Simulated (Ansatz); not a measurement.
Reaction (cleavage of the Si–Si bond): `N[SiH2][SiH2][SiH3]` + CH₃NH₂ → `CN[SiH2]N` + `[SiH3][SiH3]`

Calculated with Ansatz (gas phase, PBE0-D4/def2-TZVP geometries, no zero-point term in ΔE). CBS: MP2 limit from def2 TZ/QZ plus the TZ coupled-cluster correction, frozen cores. DFT in def2-TZVPP. B3LYP here is the variant with VWN-RPA as its local correlation; programs differ in this. Each species was taken in one conformer, which may not be the lowest.

`N[SiH2][SiH2][SiH3]`:

```xyz
13

N    -2.491   -1.087   -0.593
Si   -0.768   -1.041   -0.587
Si   -0.034    0.949    0.400
Si    2.302    0.985    0.515
H    -2.998   -0.887    0.254
H    -2.969   -1.785   -1.140
H    -0.313   -1.109   -2.003
H    -0.093   -2.170    0.128
H    -0.583    1.053    1.785
H    -0.516    2.131   -0.369
H     2.881    0.880   -0.852
H     2.790   -0.165    1.322
H     2.791    2.244    1.140
```

CH₃NH₂:

```xyz
7

C    -0.194    0.458   -0.276
N     0.594   -0.587    0.355
H    -1.284    0.333   -0.204
H     0.065    0.518   -1.335
H     0.061    1.422    0.170
H     0.381   -1.489   -0.051
H     0.376   -0.653    1.341
```

`CN[SiH2]N`:

Cartesian coordinates in Å:
```
C 0.495 1.524 1.080
N 0.089 0.766 -0.080
Si -0.469 -0.850 -0.062
N -0.139 -1.547 -1.590
H 1.348 2.172 0.854
H 0.810 0.838 1.870
H -0.305 2.153 1.494
H -0.145 1.333 -0.880
H -1.939 -1.069 0.105
H 0.211 -1.444 1.127
H -0.755 -2.243 -1.976
H 0.799 -1.633 -1.943
```

`[SiH3][SiH3]`:

```xyz
8

Si   -0.234   -0.644   -0.947
Si    0.234    0.644    0.947
H    -1.429   -1.497   -0.709
H    -0.503    0.236   -2.116
H     0.922   -1.524   -1.270
H     0.499   -0.236    2.117
H    -0.920    1.527    1.268
H     1.431    1.494    0.710
```

| level | ΔE (kJ/mol) | difference from CCSD(T)/CBS |
| --- | --- | --- |
| PBE-D4 | -45.1 | 18.0 |
| r2SCAN-D4 | -58.5 | 4.6 |
| PBE0-D4 | -50.1 | 13.0 |
| B3LYP-D4 | -62.4 | 0.7 |
| ωB97X-V | -61.9 | 1.2 |
| ωB97M-V | -67.3 | -4.2 |
| B2PLYP | -67.1 | -4.0 |
| PBE | -46.2 | 16.9 |
| r2SCAN | -58.9 | 4.2 |
| PBE0 | -51.3 | 11.8 |
| B3LYP | -64.1 | -1.0 |
| HF/def2-TZVPP | -78.1 | -15.0 |
| MP2/def2-TZVPP | -69.6 | -6.5 |
| SCS-MP2/def2-TZVPP | -71.7 | -8.6 |
| CCSD/def2-TZVPP | -65.6 | -2.5 |
| CCSD(T)/def2-TZVPP | -63.4 | -0.3 |
| HF/def2-QZVPP | -79.4 | -16.3 |
| MP2/def2-QZVPP | -69.9 | -6.8 |
| SCS-MP2/def2-QZVPP | -71.9 | -8.8 |
| HF/CBS(def2) | -79.6 | -16.5 |
| MP2/CBS(def2) | -69.3 | -6.2 |
| CCSD/CBS(def2) | -65.3 | -2.2 |
| CCSD(T)/CBS | -63.1 | 0 |

Largest T1 diagnostic among the species: 0.013.

In def2-TZVPP, CCSD(T) changes the Hartree–Fock value by +14.7 kJ/mol (the triples alone add +2.3 kJ/mol) and MP2 by +8.4 kJ/mol. From PBE to PBE0 (25 % exact exchange), in def2-TZVPP and without D4, ΔE moves by −5.2 kJ/mol.
